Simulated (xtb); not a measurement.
A run for xtb: GFN1-xTB on HfSn, 2S+1 = 1, a spin state set in the input, which need not be the lowest, a point of a bond scan (R = 2.637 Å).

```
$ xtb mol.xyz --gfn 1 --sp --chrg 0 --uhf 0
2

Hf     0.00000000     0.00000000     0.00000000
Sn     0.00000000     0.00000000     2.63746300
```

The log:

```
[...]
           -------------------------------------------------
          |                Calculation Setup                |
           -------------------------------------------------



           -------------------------------------------------
          |                 G F N 1 - x T B                 |
           -------------------------------------------------

        Reference                      10.1021/acs.jctc.7b00118
      * Hamiltonian:
        H0-scaling (s, p, d)           1.850000    2.250000    2.000000
        zeta-weighting                 0.000000
      * Dispersion:
        s8                             2.400000
        a1                             0.630000
        a2                             5.000000
        s9                             0.000000
      * Repulsion:
        kExp                           1.500000
        rExp                           1.000000
      * Coulomb:
        alpha                          2.000000
        third order                    atomic
        anisotropic                    false
      * Halogen bond correction:
        rad-scale                      1.300000
        damping                        0.440000


          ...................................................
          :                      SETUP                      :
          :.................................................:
          :  # basis functions                  20          :
          :  # atomic orbitals                  18          :
          :  # shells                            6          :
          :  # electrons                         8          :
          :  # halogen bonds                     0          :
          :  max. iterations                   250          :
          :  Hamiltonian                  GFN1-xTB          :
          :  restarted?                      false          :
          :  GBSA solvation                  false          :
          :  PC potential                    false          :
          :  electronic temp.          300.0000000     K    :
          :  accuracy                    1.0000000          :
          :  -> integral cutoff          0.2500000E+02      :
          :  -> integral neglect         0.1000000E-07      :
          :  -> SCF convergence          0.1000000E-05 Eh   :
          :  -> wf. convergence          0.2000000E-04 e    :
          :  Broyden damping             0.4000000          :
          :  net charge                          0          :
          :  unpaired electrons                  0          :
          ...................................................

 iter      E             dE          RMSdq      gap      omega  full diag
   1     -3.3800007 -0.338000E+01  0.172E+01    1.08       0.0  T
   2     -3.1454238  0.234577E+00  0.113E+01    0.24       1.0  T
   3     -2.9133523  0.232072E+00  0.164E+01    2.11       1.0  T
   4     -3.3569825 -0.443630E+00  0.935E+00    1.16       1.0  T
   5     -3.4106466 -0.536641E-01  0.516E+00    0.91       1.0  T
   6     -3.4127113 -0.206472E-02  0.428E+00    0.90       1.0  T
   7     -3.4209504 -0.823908E-02  0.169E+00    0.80       1.0  T
   8     -3.4221916 -0.124120E-02  0.389E-01    0.76       1.0  T
   9     -3.4222657 -0.741324E-04  0.127E-01    0.75       1.0  T
  10     -3.4222750 -0.928996E-05  0.408E-02    0.75       1.7  T
  11     -3.4222762 -0.119889E-05  0.340E-04    0.75     208.3  T
  12     -3.4222762  0.206791E-08  0.173E-03    0.75      40.8  T
  13     -3.4222762 -0.211695E-08  0.203E-05    0.75    3480.6  T
  14     -3.4222762 -0.187850E-12  0.319E-07    0.75  100000.0  T

   *** convergence criteria satisfied after 14 iterations ***

         #    Occupation            Energy/Eh            Energy/eV
      -------------------------------------------------------------
         1        2.0000           -0.8153668             -22.1873
         2        2.0000           -0.3312952              -9.0150
         3        2.0000           -0.2651788              -7.2159
         4        2.0000           -0.2651788              -7.2159 (HOMO)
         5        0.0000           -0.2376691              -6.4673 (LUMO)
         6        0.0000           -0.2368307              -6.4445
         7        0.0000           -0.2368307              -6.4445
         8                         -0.2335351              -6.3548
         9                         -0.2335351              -6.3548
       ...                                ...                  ...
        18                          1.1610418              31.5936
      -------------------------------------------------------------
                  HL-Gap            0.0275098 Eh            0.7486 eV
             Fermi-level           -0.2513878 Eh           -6.8406 eV

 SCC (total)                   0 d,  0 h,  0 min,  0.006 sec
 SCC setup                      ...        0 min,  0.000 sec (  3.054%)
 Dispersion                     ...        0 min,  0.000 sec (  1.241%)
 classical contributions        ...        0 min,  0.000 sec (  0.596%)
 integral evaluation            ...        0 min,  0.001 sec ( 24.152%)
 iterations                     ...        0 min,  0.003 sec ( 46.752%)
 molecular gradient             ...        0 min,  0.001 sec ( 20.584%)
 printout                       ...        0 min,  0.000 sec (  3.189%)

         :::::::::::::::::::::::::::::::::::::::::::::::::::::
         ::                     SUMMARY                     ::
         :::::::::::::::::::::::::::::::::::::::::::::::::::::
         :: total energy              -3.402936503188 Eh    ::
         :: gradient norm              0.074806440907 Eh/a0 ::
         :: HOMO-LUMO gap              0.748578515979 eV    ::
         ::.................................................::
         :: SCC energy                -3.422276194291 Eh    ::
         :: -> electrostatic           0.038520940540 Eh    ::
         :: repulsion energy           0.019845393958 Eh    ::
         :: dispersion energy         -0.000505702855 Eh    ::
         :: halogen bond corr.         0.000000000000 Eh    ::
         :: add. restraining           0.000000000000 Eh    ::
         :: total charge               0.000000000073 e     ::
         :::::::::::::::::::::::::::::::::::::::::::::::::::::

           -------------------------------------------------
          |                Property Printout                |
           -------------------------------------------------

    * Orbital Energies and Occupations

         #    Occupation            Energy/Eh            Energy/eV
      -------------------------------------------------------------
         1        2.0000           -0.8153668             -22.1873
         2        2.0000           -0.3312952              -9.0150
         3        2.0000           -0.2651788              -7.2159
         4        2.0000           -0.2651788              -7.2159 (HOMO)
         5        0.0000           -0.2376691              -6.4673 (LUMO)
         6        0.0000           -0.2368307              -6.4445
         7        0.0000           -0.2368307              -6.4445
         8                         -0.2335351              -6.3548
         9                         -0.2335351              -6.3548
        10                         -0.1639133              -4.4603
        11                         -0.0845411              -2.3005
        12                         -0.0845411              -2.3005
        13                          0.0214204               0.5829
        14                          0.0214204               0.5829
        15                          0.0586832               1.5969
       ...                                ...                  ...
        18                          1.1610418              31.5936
Note: The following floating-point exceptions are signalling: IEEE_DENORMAL
normal termination of xtb
      -------------------------------------------------------------
                  HL-Gap            0.0275098 Eh            0.7486 eV
             Fermi-level           -0.2513878 Eh           -6.8406 eV

  Mulliken/CM5 charges         n(s)   n(p)   n(d)
     1Hf    0.54131  0.64770   1.362  1.617  0.480
     2Sn   -0.54131 -0.64770   1.797  2.775 -0.031

Wiberg/Mayer (AO) data.
largest (>0.10) Wiberg bond orders for each atom

 ---------------------------------------------------------------------------
     #   Z sym  total        # sym  WBO       # sym  WBO       # sym  WBO
 ---------------------------------------------------------------------------
     1  72 Hf   3.213 --     2 Sn   3.213
     2  50 Sn   3.213 --     1 Hf   3.213
 ---------------------------------------------------------------------------

Topologies differ in total number of bonds
Writing topology from bond orders to xtbtopo.mol

 dipole moment from electron density (au)
     X       Y       Z
  -0.0000   0.0000  -4.6500  total (Debye):   11.819


           -------------------------------------------------
          | TOTAL ENERGY               -3.402936503188 Eh   |
          | GRADIENT NORM               0.074806440907 Eh/α |
          | HOMO-LUMO GAP               0.748578515979 eV   |
           -------------------------------------------------

------------------------------------------------------------------------
------------------------------------------------------------------------
 total:
 SCF:
```

The run finished.

Cost: about 0.08 core-seconds (a rough figure).
